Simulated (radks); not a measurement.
The numbers below are computed, except where a source is named.
Problem. Zr-, configuration [Kr] 4d3 5s2. Level of theory: scalar-relativistic Kohn-Sham, PBE, spin-polarised, spherical densities, finite nucleus; open shells are filled with parallel spins first (spin-orbit coupling, left out, can overturn this in heavy ions); Fermi nuclear charge, rms radius 4.2694 fm; hard spherical wall at 5 bohr (a radial shooting solver on a logarithmic mesh with Libxc functionals). Some entries of the table are withheld. Estimate them.

orbital,occ.,eigenvalue (hartree),<1/r> (bohr^-1)
1s down,1,-654.4583,41.25
1s up,1,-654.4579,41.25
2s up,1,-90.17628,9.250
2s down,1,-90.16948,9.250
2p up,3,-80.35130,9.013
2p down,3,-80.34638,9.013
3s up,1,-14.29103,3.140
3s down,1,-14.28743,3.139
3p up,3,-11.09030,2.980
3p down,3,-11.08633,2.980
3d up,5,-5.83759,2.739
3d down,5,-5.83134,2.739
4s up,1,-1.46084,1.103
4s down,1,-1.41572,1.111
4p up,3,-0.66719,0.9538
4p down,3,-0.61382,0.9630
5s up,1,0.30168,0.4277
4d up,3,0.33569,0.5850
5s down,1,0.35157,0.4211
4d down,0,0.39730,0.5820
5p up,0,0.50131,(1)
5p down,0,0.54553,(2)
4f up,0,0.89057,0.3440
4f down,0,0.93898,0.3397
6s up,0,1.30742,0.4985
6s down,0,1.35295,0.4991

Solution. 
(1) 5p up <1/r> (bohr^-1): 0.4216
(2) 5p down <1/r> (bohr^-1): 0.4156
